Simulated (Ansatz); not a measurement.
Computed with Ansatz on PBE0-D4/def2-TZVP structures; ΔE is electronic, products minus reactants. CCSD(T)/CBS adds triple-zeta CCSD(T) − MP2 to the extrapolated MP2 energy (def2 sets, frozen cores). This one scheme is used for every species. Each species was taken in one conformer, which may not be the lowest.

Consider the ligand exchange at the Si–N bond: `N[SiH2]S` + `[SiH3]S` → `[SiH3]S[SiH2]S` + NH₃.

```csv
species,CCSD(T)/CBS(def2) energy (Eh)
`N[SiH2]S`,-744.61970
`[SiH3]S`,-689.27336
`[SiH3]S[SiH2]S`,-1377.39077
NH₃,-56.50880
```

**Question.** Work out ΔE.

**Answer.** ΔE = (-1377.39077) + (-56.50880) − (-744.61970) − (-689.27336) = -0.00651 Eh = -17.1 kJ/mol.

Largest T1 diagnostic among the species: 0.012.

In def2-TZVPP, CCSD(T) changes the Hartree–Fock value by −20.8 kJ/mol (the triples alone add −4.7 kJ/mol) and MP2 by −25.9 kJ/mol. The D4 term adds −12.5 kJ/mol with B3LYP and −7.0 kJ/mol with PBE0; it sums over pairs of atoms, weighted by their polarisabilities, and B3LYP, whose exchange is more repulsive, gets the larger term.

B3LYP here is the variant with VWN-RPA as its local correlation; programs differ in this.
